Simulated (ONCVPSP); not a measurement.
## What one change does to a pseudopotential (O (Z = 8), ONCV)

* Element: oxygen (O)
* Generator: ONCVPSP 4.0.1
* Type: optimised norm-conserving Vanderbilt (ONCV)
* Functional: PBE
* Relativity: non-relativistic
* Frozen core: [He]
* Valence charge: 6
* Reference configuration: 2s2 2p4
* Partial waves: 2s: rc 0.60 bohr, ncon 4, nbas 8, qcut 11.1 1/bohr, 1 projector; 2p: rc 1.80 bohr, ncon 5, nbas 9, qcut 8.3 1/bohr, 2 projectors, debl 3.7 Ha; d scattering state at 0.41 Ha: rc 1.90 bohr, ncon 4, nbas 7, qcut 5.1 1/bohr, 2 projectors, debl 1.2 Ha
* Local potential: polynomial inside 0.55 bohr (lpopt 5, dvloc0 1 Ha)
* Core correction: Teter function, fcfact 3.5, rcfact 1.2

All-electron outer shells of the reference configuration (PBE, non-relativistic, ld1.x):

| shell | level (eV) | outermost node (bohr) | outermost maximum (bohr) |
| --- | --- | --- | --- |
| 1s | -514.26 | – | 0.13 |
| 2s | -23.91 | 0.28 | 0.87 |
| 2p | -9.04 | – | 0.82 |

Change: s: qcut 13.2.

Cutoffs: the cutoffs (Ha) at which the residual kinetic energy of the hardest occupied pseudo-wave falls to 1 and 0.1 mHa per electron; they do not see the model core or the augmentation charge, which bear on the density cutoff. Errors are all-electron minus pseudo energies relative to the spin-unpolarised reference configuration.

How do hardness, ghosts and transferability respond?

The potential gets softer (222 Ha and 471 Ha → 91 Ha and 449 Ha); the errors of the 4 common tests hardly move; neither file shows a bound ghost.

```tsv
quantity	base	changed
cutoff, loose	222 Ha	91 Ha
cutoff, tight	471 Ha	449 Ha
loose cutoff by channel	s 222 Ha, p 25 Ha	s 91 Ha, p 25 Ha
bound ghosts	none	none
GHOST(+) flags under 300 eV	d at 57.8 eV	d at 57.8 eV
error for 2s2 2p3, meV [ΔE 16.44 eV]	+45	+45
error for 2s2 2p2, meV [ΔE 50.03 eV]	+346	+348
error for 2s2 2p1, meV [ΔE 103.90 eV]	+1314	+1317
error for 2s0 2p6, meV [ΔE 29.83 eV]	+19	+21
s: phases at 0.61 bohr within 0.05 rad from the reference energy up to (Ha; the scan ends near 5)	3.4	3.3
p: phases at 1.82 bohr within 0.05 rad from the reference energy up to (Ha; the scan ends near 5)	to the end of the scan	to the end of the scan
d: phases at 1.92 bohr within 0.05 rad from the reference energy up to (Ha; the scan ends near 5)	2.1	2.1
rms error of d²Exc/dni dnj with the model core, mHa	1.81	1.81
```
